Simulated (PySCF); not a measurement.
Pm(3+) (promethium, charge +3) across methods

[Xe] 4f4, one real determinant. Computed with PySCF 2.14 in cc-pVDZ-X2C (8s7p5d3f1g, 84 functions), with scalar relativity by spin-free X2C-1e.

```csv
method,E (hartree),mean ε 5p α (eV),mean ε 5p β (eV),mean ε 4f α (eV),Σ⟨r²⟩ (bohr²),⟨S²⟩
PBE0,-10018.10,-51.509,-50.070,-36.133,36.75,6.002
r2SCAN,-10018.47,-50.303,-48.784,-33.825,36.76,6.003
PBE,-10018.10,-49.579,-48.237,-33.207,36.79,6.001
UHF,-10014.83425,-56.049,-54.128,-44.026,36.87,6.003
```

Problem. Estimate the same row for LDA.

Solution. E (hartree) = -10010.53; mean ε 5p α (eV) = -49.783; mean ε 5p β (eV) = -48.460; mean ε 4f α (eV) = -33.262; Σ⟨r²⟩ (bohr²) = 36.76; ⟨S²⟩ = 6.001.

⟨L²⟩ = 34.00 against 42 for a pure I term, so this real determinant mixes terms. Spin-orbit coupling, absent here, splits the open shell strongly.
